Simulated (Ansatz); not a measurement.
CH5GaS, SMILES `C[S][GaH2]`. Charge 0, multiplicity 1. Geometry: relaxed with PBE0-D4/def2-TZVP.

```xyz
8

C    -0.324    1.348   -0.031
S     0.743    0.282    0.984
Ga    0.459   -1.696    0.103
H    -1.066    1.819    0.612
H    -0.832    0.779   -0.809
H     0.289    2.121   -0.495
H    -0.520   -1.781   -1.116
H     1.251   -2.872    0.753
```

**Question.** What is the dipole moment at PBE/def2-TZVPP? (Best estimate.)

**Answer.** Ansatz gave: 1.37 D, with components (-0.88, 0.45, -0.95) D in this frame, pointing from negative to positive charge.

**Question.** And with r2SCAN, B3LYP, ωB97M-V? (Estimate.)

**Answer.** The calculation gave: r2SCAN 1.45 D, B3LYP 1.38 D, ωB97M-V 1.38 D.

**Question.** Give the Mulliken charges with PBE, B3LYP, ωB97M-V in def2-TZVPP. (Best estimate.)

**Answer.** Ansatz gave: 
```
atom    PBE  B3LYP  ωB97M-V
  C1  -0.25  -0.26    -0.32
  S2  -0.18  -0.19    -0.18
 Ga3   0.14   0.19     0.15
  H4   0.12   0.12     0.14
  H5   0.11   0.11     0.12
  H6   0.12   0.12     0.14
  H7  -0.05  -0.06    -0.04
  H8  -0.02  -0.04    -0.01
```

B3LYP here is the variant with VWN-RPA as its local correlation; programs differ in this.
